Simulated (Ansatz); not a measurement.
```yaml
crystal:
  periodic: [false, false, false]
  atoms:
    - {symbol: O, position_ang: [-0.484002, 0.945282, -0.768787]}
    - {symbol: Si, position_ang: [0.226626, 0.258004, -0.385317]}
    - {symbol: O, position_ang: [1.202907, 0.730644, -0.402716]}
    - {symbol: O, position_ang: [0.213392, -0.608853, -1.052798]}
    - {symbol: O, position_ang: [0.002839, -0.061075, 0.610449]}
    - {symbol: Al, position_ang: [-0.575549, -0.726848, 1.184752]}
    - {symbol: F, position_ang: [-0.029223, -0.909430, 2.334073]}
    - {symbol: Cl, position_ang: [-1.963575, -0.943490, 1.037160]}
    - {symbol: H, position_ang: [-0.460722, 1.604624, -0.712965]}
    - {symbol: H, position_ang: [1.468666, 0.534450, -0.100348]}
    - {symbol: H, position_ang: [0.213549, -0.653652, -1.475114]}
basis:
  gaussian: {orbitals: def2-mTZVPP}
total_charge: 1
magnetization: {spin_polarized: true, initial_magnetization: 1}
hamiltonian: {xc: {name: B3LYP}}
output: {forces: true}
```

```sh
$ ansatz run in.yaml --threads 2 --pin off --events-out ev --progress --plain --max-ram 32768MiB --backend cpu
```

Shortened log:

```
Functional definition: B3LYP
1698 factors; their error is unknown
mean field evaluation 1: about -37698.4918 eV, gradient 1.6e2 eV
mean field evaluation 2: about -37068.2791 eV, gradient 3.9e2 eV
mean field evaluation 4: about -37758.4116 eV, gradient 4.7e1 eV
mean field evaluation 8: about -37766.1172 eV, gradient 2.5e0 eV
mean field evaluation 16: about -37766.1633 eV, gradient 2.6e-1 eV
mean field evaluation 32: about -37765.8740 eV, gradient 7.3e0 eV
mean field -37766.31419722 eV, -1387.8864478206 hartree, gradient 3.3e-6 eV, S^2 0.752148; 7 other end points of the search recorded, 0 dependent functions left out
reference -37766.31444660 eV, -1387.8864569854 hartree; 44, 43 occupied and 167, 168 virtual orbitals, 1698 factors
Total energy: -37766.31444660 eV, -1387.8864569854 hartree
Atom 0 at    -0.484002     0.945282    -0.768787 Å, force   -81.118710    33.520081   -45.653572 eV/Å
Atom 1 at     0.226626     0.258004    -0.385317 Å, force     5.706196   -10.702910    -7.365325 eV/Å
Atom 2 at     1.202907     0.730644    -0.402716 Å, force   -49.783296   150.128842  -161.764936 eV/Å
Atom 3 at     0.213392    -0.608853    -1.052798 Å, force     0.220341   -47.226643   227.419696 eV/Å
Atom 4 at     0.002839    -0.061075     0.610449 Å, force    45.217852    44.655854    38.964706 eV/Å
Atom 5 at    -0.575549    -0.726848     1.184752 Å, force   -24.611541   -64.575163    49.824878 eV/Å
Atom 6 at    -0.029223    -0.909430     2.334073 Å, force    14.361842    -6.505833    31.037491 eV/Å
Atom 7 at    -1.963575    -0.943490     1.037160 Å, force   -59.605389    -9.758835    -7.019318 eV/Å
Atom 8 at    -0.460722     1.604624    -0.712965 Å, force    -1.405703    49.550583     2.145337 eV/Å
Atom 9 at     1.468666     0.534450    -0.100348 Å, force   151.095151  -104.248295   163.838471 eV/Å
Atom 10 at     0.213549    -0.653652    -1.475114 Å, force    -0.076743   -34.837681  -291.427428 eV/Å
Dipole moment:     0.209417     0.164534    -0.538752 e Å
```

In this input the geometry is squeezed to about two thirds of its size. The run converged. The result belongs to that input, not to the molecule as meant.
